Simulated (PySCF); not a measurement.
Static response to an electric field

C₅H₇Cl₂ (charge +1).
Geometry (GFN2-xTB, Å), atoms numbered from 1 in this order:
```
atom  x, y, z in Å
C1     2.4081    0.0260   -0.0240
C2     0.9756   -0.0370   -0.2350
C3     0.0470    0.2116    0.7475
C4    -1.3329    0.2304    0.5823
C5    -2.1018   -0.0631   -0.6370
Cl6   -3.6183    0.7911   -0.8407
Cl7   -2.3307   -1.7533    0.0617
H8     2.6839    0.3032    0.9895
H9     2.8571    0.7188   -0.7434
H10    2.8604   -0.9379   -0.2824
H11    0.6452   -0.2924   -1.2347
H12    0.4151    0.4271    1.7433
H13   -1.9364    0.5216    1.4356
H14   -1.5731   -0.1466   -1.5848
```

Level: PBE0/def2-SVPD (PySCF), static field, nuclei fixed, core orbitals frozen in the response. The polarisability tensor in these axes (au):

```
x   140.00   4.98   1.08
y     4.98  77.15  -1.36
z     1.08  -1.36  68.02
```

Diagonalise the tensor; give its mean and Δα, where Δα² is half the sum of the squared differences of the eigenvalues.

Principal values 67.78, 76.99 and 140.41 au; mean 95.06 au = 14.09 Å³ = 15.67 × 10⁻⁴⁰ C²·m²/J; Δα = 68.49 au (72 % of the mean).

Directions of the eigenvectors, and the extent of the frame along each?

Largest value along (1.00, 0.08, 0.01), where the nuclei span 6.45 Å; middle along (-0.08, 0.98, -0.16), 2.74 Å; least along (-0.03, 0.16, 0.99), 3.32 Å. The strongest response lies along the longest span, while the other two are in reverse order.

Rayleigh depolarisation ratio (linearly polarised light, static tensor)?

ρ = 3Δα²/(45ᾱ² + 4Δα²) = 14072.8/(406609 + 18763.8) = 0.0331.

Sum over states: ᾱ = Σ f/ω², ω in Eh. What share falls to these 6 lowest TDDFT singlets (eV, f)? 3.66, 0.0127; 3.77, 0.0089; 4.23, 0.1035; 4.45, 0.3374; 5.37, 0.0034; 5.78, 0.1440.

They add up to 21.32 au, 22.4 % of the 95.06 au; the largest single term is 12.59 au, from the state at 4.45 eV. Terms in order: 0.70, 0.46, 4.29, 12.59, 0.09, 3.19 au. Higher excitations give the rest. The strengths listed sum to 0.610.

Traceless (Buckingham) quadrupole moment about the centre of nuclear charge: eigenvalues?

-15.39, -8.51, 23.90 D·Å. The values depend on the origin, since the species is charged. The electronic extent ⟨r²⟩ about the same centre is 1476 bohr², a root-mean-square distance of 2.43 Å for the 70 electrons.

The structure is a single GFN2-xTB conformer in the gas phase; no vibrational or solvent corrections.

The run behind these numbers computed excited states as well. The run took 48 s wall on an Arm Neoverse N1 with one thread, shared host, and the process peaked at 0.91 GiB of memory.
